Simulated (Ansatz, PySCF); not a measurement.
CH₄F₂SeSi, SMILES C[Si](F)(F)[SeH]. Atoms are numbered in the order given.

```xyz
9

C     -2.0967    -0.8847     0.3600
Si    -0.7289     0.3401     0.1797
F     -0.6463     1.2174     1.5352
F     -1.0459     1.3777    -1.0170
Se     1.2912    -0.5293    -0.3351
H     -1.8801    -1.5913     1.1754
H     -3.0398    -0.3669     0.5943
H     -2.2259    -1.4571    -0.5698
H      1.2604    -1.3974     0.8534
```

The structure is a stationary point at PBE0-D3(BJ)/def2-SVP. The structure was generated by enumeration, and PubChem lists no compound with its InChIKey, so it may never have been made. The values are those of a single conformer.

Vertical ionisation energy (IE) and electron affinity (EA) in eV. Rows of orbital energies are one-electron estimates. Where ΔSCF, EOM or ADC give a negative EA the extra electron is unbound and the value depends on the basis.

| level | IE | EA |
|---|---|---|
| −ε(HOMO), −ε(LUMO), B3LYP/def2-TZVP (PySCF) | 7.27 | 0.48 |
| −ε(HOMO), −ε(LUMO), PBE/def2-TZVP (PySCF) | 6.32 | 1.09 |
| ΔSCF, PBE0/def2-SVPD (Ansatz), final states of multiplicity 2 and 2 | 9.84 | -0.91 |
| ΔSCF, PBE/def2-SVPD (Ansatz), final states of multiplicity 2 and 2 | 9.71 | -0.74 |

Q: What vertical singlet–triplet gap does ΔSCF give with PBE0/def2-SVPD (Ansatz, a first-principles code) and with PBE/def2-SVPD (Ansatz)? (Estimate from the structure and the level; the computed values follow.)

A: 5.16 and 5.07 eV (triplet above singlet where positive).
